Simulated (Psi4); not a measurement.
Computed with SAPT0/jun-cc-pVDZ, frozen core (Psi4 1.11).

Psi4 input:

```
molecule {
0 1
C 0.56245040 -0.00000000 0.00000000
O -0.56245040 0.00000000 -0.00000000
--
0 1
Si 0.31693857 -3.32278655 -0.86650527
Si -1.96056468 -2.85443686 -0.56745460
H 0.75492350 -4.37455818 0.08321611
H 0.56717280 -3.79850263 -2.24893192
H 1.12817606 -2.10364449 -0.63069164
H -2.77231443 -4.07197943 -0.80968311
H -2.39701033 -1.79800960 -1.51270656
H -2.21182544 -2.38497913 0.81692399
units angstrom
symmetry c1
no_reorient
no_com
}
set basis jun-cc-pvdz
set scf_type df
set freeze_core true
energy('sapt0')
```

Part of the output:

```
    SAPT Results
  --------------------------------------------------------------------------------------------------------
    Electrostatics                 -6.24873933 [mEh]      -3.92114313 [kcal/mol]     -16.40606284 [kJ/mol]
      Elst10,r                     -6.24873933 [mEh]      -3.92114313 [kcal/mol]     -16.40606284 [kJ/mol]

    Exchange                       18.95283067 [mEh]      11.89308080 [kcal/mol]      49.76065007 [kJ/mol]
      Exch10                       18.95283067 [mEh]      11.89308080 [kcal/mol]      49.76065007 [kJ/mol]
      Exch10(S^2)                  18.71013893 [mEh]      11.74078943 [kcal/mol]      49.12346299 [kJ/mol]

    Induction                      -2.68663001 [mEh]      -1.68588578 [kcal/mol]      -7.05374611 [kJ/mol]
      Ind20,r                      -6.55552257 [mEh]      -4.11365252 [kcal/mol]     -17.21152214 [kJ/mol]
      Exch-Ind20,r                  5.69579943 [mEh]       3.57416810 [kcal/mol]      14.95431934 [kJ/mol]
      delta HF,r (2)               -1.82690686 [mEh]      -1.14640137 [kcal/mol]      -4.79654331 [kJ/mol]

    Dispersion                     -5.19965874 [mEh]      -3.26283512 [kcal/mol]     -13.65170214 [kJ/mol]
      Disp20                       -6.10600047 [mEh]      -3.83157314 [kcal/mol]     -16.03130204 [kJ/mol]
      Exch-Disp20                   0.90634173 [mEh]       0.56873802 [kcal/mol]       2.37959989 [kJ/mol]
      Disp20 (SS)                  -3.05300024 [mEh]      -1.91578657 [kcal/mol]      -8.01565102 [kJ/mol]
      Disp20 (OS)                  -3.05300024 [mEh]      -1.91578657 [kcal/mol]      -8.01565102 [kJ/mol]
      Exch-Disp20 (SS)              0.48703152 [mEh]       0.30561689 [kcal/mol]       1.27870109 [kJ/mol]
      Exch-Disp20 (OS)              0.41931021 [mEh]       0.26312113 [kcal/mol]       1.10089881 [kJ/mol]

  Total HF                         10.01746134 [mEh]       6.28605189 [kcal/mol]      26.30084112 [kJ/mol]
  Total SAPT0                       4.81780260 [mEh]       3.02321677 [kcal/mol]      12.64913898 [kJ/mol]
```
